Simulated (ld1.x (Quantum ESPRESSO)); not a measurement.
# Configuration tests for As (Z = 33) (TM)

arsenic, norm-conserving Troullier–Martins (Kleinman–Bylander form), made with ld1.x (Quantum ESPRESSO) 7.5 (LDA (PZ), fully relativistic). Core [Ar], reference 3d10 4s2 4p1 (charge +2). Waves: 4s (bound): rc 1.25 bohr; 4p (bound): rc 1.65 bohr; 3d (bound): rc 1.20 bohr. Local part: the d channel. Core correction: a·sin(br)/r model core inside 0.95 bohr.

Open shells are filled in proportion to 2j + 1 (rel_dist='average').

Energies are relative to the spin-unpolarised reference configuration 3d10 4s2 4p1; without spin polarisation the order of configurations can differ from experiment. The d channel is local and has no spin–orbit splitting in the pseudo-atom.

```json
{"valence configuration": "3d10 4s2 4p3", "charge": "0", "ΔE all-electron (eV)": "-27.495", "error AE − PS (meV)": "+6.6"}
{"valence configuration": "3d10 4s2 4p2", "charge": "+1", "ΔE all-electron (eV)": "-18.166", "error AE − PS (meV)": "+2.2"}
{"valence configuration": "3d10 4s2 4p0", "charge": "+3", "ΔE all-electron (eV)": "28.045", "error AE − PS (meV)": "+3.3"}
{"valence configuration": "3d9 4s2 4p4", "charge": "0", "ΔE all-electron (eV)": "12.702", "error AE − PS (meV)": "-683"}
{"valence configuration": "3d10 4s1 4p4", "charge": "0", "ΔE all-electron (eV)": "-18.018", "error AE − PS (meV)": "-0.9"}
{"valence configuration": "3d10 4s2 4p2.5", "charge": "+0.5", "ΔE all-electron (eV)": "-23.857", "error AE − PS (meV)": "+4.4"}
```

(1) What are ΔE and the potential's error for 3d10 4s1 4p3?

Note: ghost states, extra bound levels that the all-electron valence spectrum of the same l lacks: s at -329.5 eV, p3/2 at -157.1 eV, p1/2 at -150.0 eV. A true bound ghost makes a file unfit for plane-wave use. The potential misses its own reference levels by up to 0.4 eV.

Results:

(1) ΔE = -8.010 eV all-electron; the error (AE − PS) is -2.9 meV.
